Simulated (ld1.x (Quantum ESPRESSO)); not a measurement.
Varying the TM semilocal potential for Au

Base potential:

```json
{
 "Element": "Au",
 "Generator": "ld1.x (Quantum ESPRESSO) 7.5",
 "Type": "norm-conserving Troullier–Martins (semilocal form)",
 "Functional": "PBE",
 "Relativity": "scalar-relativistic",
 "Frozen core": "[Xe] 4f14",
 "Valence charge": "11",
 "Reference configuration": "5d10 6s0 6p0 (charge +1)",
 "Partial waves": "6s (bound, empty): rc 1.95 bohr; 5d (bound): rc 1.65 bohr; 6p (bound, empty): rc 2.20 bohr",
 "Local potential": "the p channel",
 "Core correction": "a·sin(br)/r model core inside 0.90 bohr"
}
```

Cutoffs, loose and tight: the cutoffs (Ry, on a coarse ladder) from which the occupation-weighted sum of valence levels, in a spherical-Bessel basis at the reference potential, stays within 10 and 1 mRy of its value at 400 Ry. They do not see the model core or the augmentation charge, which bear on the density cutoff. Test errors are all-electron minus pseudo excitation energies from the reference, over the configurations 5d10 6s1 6p0; 5d9 6s0 6p0; 5d8 6s0 6p0; 5d9 6s2 6p0; 5d9 6s1 6p0; 5d10 6s0.5 6p0; 5d7 6s0 6p0. A dash means not determined; rows that change the core or the reference have their own tests.

A semilocal file is local in each channel, so a ghost entry of none says nothing of the separable form that plane-wave codes build from it.

```tsv
change	outcome	cutoff, loose	cutoff, tight	bound ghosts	largest test error (meV)
base	generated	45 Ry	60 Ry	none	-595
wave 5d (bound): rc 1.65 bohr becomes 5d (bound): rc 1.08 bohr	generated	120 Ry	230 Ry	none	-590
wave 5d (bound): rc 1.65 bohr becomes 5d (bound): rc 1.22 bohr	generated	50 Ry	90 Ry	none	-601
wave 5d (bound): rc 1.65 bohr becomes 5d (bound): rc 1.42 bohr	generated	45 Ry	80 Ry	none	-602
wave 5d (bound): rc 1.65 bohr becomes 5d (bound): rc 1.52 bohr	generated	45 Ry	70 Ry	none	-599
wave 5d (bound): rc 1.65 bohr becomes 5d (bound): rc 1.68 bohr	generated	45 Ry	55 Ry	none	-595
wave 5d (bound): rc 1.65 bohr becomes 5d (bound): rc 1.88 bohr	generated	45 Ry	55 Ry	none	-596
wave 5d (bound): rc 1.65 bohr becomes 5d (bound): rc 2.04 bohr	generated	45 Ry	55 Ry	none	-604
wave 5d (bound): rc 1.65 bohr becomes 5d (bound): rc 2.16 bohr	generated	40 Ry	55 Ry	none	-613
wave 5d (bound): rc 1.65 bohr becomes 5d (bound): rc 2.32 bohr	generated	40 Ry	55 Ry	none	-617
wave 5d (bound): rc 1.65 bohr becomes 5d (bound): rc 2.46 bohr	generated	35 Ry	50 Ry	none	-604
```

Reading the sweep of the d radius (base included, trends over the rows without a ghost): The loose cutoff falls from 120 Ry at 1.08 to 35 Ry at 2.46 bohr. A larger radius leaves more room for a smooth pseudo-wave, so fewer plane waves are needed; a smaller one forces it to follow the all-electron wave where it bends sharply. The median size of the test errors (rows with all tests solved) stays near 47.6 meV.
